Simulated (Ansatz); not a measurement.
Ansatz (a quantum-chemistry and plane-wave program) input (PBE0/def2-SVP):

Ansatz 0.2 input:
```yaml
crystal:
  periodic: [false, false, false]
  atoms:
    - {symbol: V, position_ang: [0.20098375, -0.19904662, 0.20724982]}
    - {symbol: O, position_ang: [0.76014808, 0.45450438, -1.15355574]}
    - {symbol: O, position_ang: [-1.33797637, 0.11775465, 0.55771251]}
basis:
  gaussian:
    orbitals: def2-SVP
hamiltonian:
  xc: {name: PBE0}
magnetization: {spin_polarized: true, initial_magnetization: 1}
```

End of the output:

```
integrals: 0.02 GiB planned
610 factors; integrals over basis functions are off by at most 6.4e-4 eV
mean field: 0.26 GiB planned
mean field evaluation 1: about -29748.1345 eV, gradient 6.7e1 eV
mean field evaluation 2: about -29269.2378 eV, gradient 3.0e2 eV
mean field evaluation 4: about -29764.1332 eV, gradient 1.2e1 eV
mean field evaluation 8: about -29764.7418 eV, gradient 3.4e-1 eV
mean field evaluation 16: about -29764.8212 eV, gradient 1.7e-2 eV
mean field evaluation 32: about -29764.8212 eV, gradient 1.2e-5 eV
mean field -29764.82124430 eV, -1093.8370054076 hartree, gradient 5.1e-6 eV, S^2 0.772702; 3 other end points of the search recorded, 0 dependent functions left out
reference -29764.82130568 eV, -1093.8370076631 hartree; 20, 19 occupied and 39, 40 virtual orbitals, 610 factors
Total energy: -29764.82130568 eV, -1093.8370076631 hartree
```

The spin state was set by rule; other spins were not relaxed.
